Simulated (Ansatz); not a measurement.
`ClB(Br)Br` + `O[SiH3]` → `[SiH3]OB(Cl)Br` + HBr at 700 K and 1 bar (ligand exchange at a B–Br bond).

Calculated with Ansatz (gas phase, PBE0-D4/def2-TZVP geometries, no zero-point term in ΔE). CBS: MP2 limit from def2 TZ/QZ plus the TZ coupled-cluster correction, frozen cores. For Br outer-core shells are correlated without core-valence functions, which leaves a few kJ/mol of doubt a bond. Scalar relativity is left out up to krypton. Each species was taken in one conformer, which may not be the lowest.

```csv
species,CCSD(T)/CBS energy (Eh),H − E (kJ/mol),S (J/(mol·K))
`ClB(Br)Br`,-5631.31790,62.0,383.9
`O[SiH3]`,-366.69042,144.6,321.6
`[SiH3]OB(Cl)Br`,-3424.11513,167.1,472.0
HBr,-2573.91920,36.5,223.7
```

H − E and S are ideal-gas, rigid-rotor, harmonic terms from PBE0-D4/def2-TZVP, for one conformer and one mirror image of each species. 1 Eh = 2625.50 kJ/mol, R = 8.31446 J/(mol·K).

Problem. By hand: ΔE, ΔH, ΔS and ΔG.

Solution. ΔE = (-3424.11513) + (-2573.91920) − (-5631.31790) − (-366.69042) = -0.02601 Eh = -68.3 kJ/mol. Δ(H − E) = 167.1 + 36.5 − 62.0 − 144.6 = -3.0, so ΔH = -71.3 kJ/mol. ΔS = 472.0 + 223.7 − 383.9 − 321.6 = -9.8 J/(mol·K). ΔG = -71.3 − 700 × (-9.8)/1000 = -64.4 kJ/mol.

Problem. By hand: the equilibrium constant, and the temperature at which ΔG would vanish if ΔH and ΔS stayed fixed.

Solution. log₁₀ K = −ΔG/(RT ln 10) = 4.8. ΔG = 0 at ΔH/ΔS = 7276 K, far beyond where these terms or the molecules hold.

The number of gas molecules stays the same, so ΔS is small and ΔH decides. A doubt of 5 kJ/mol in ΔE shifts log₁₀ K by 0.4 here. Other conformers and mirror images would add mixing entropy, several J/(mol·K) or more a flexible species. These are equilibria of isolated gas molecules and say nothing of rates. Largest T1 diagnostic: 0.011 (customary marks: 0.02 for closed shells, 0.045 for open ones).
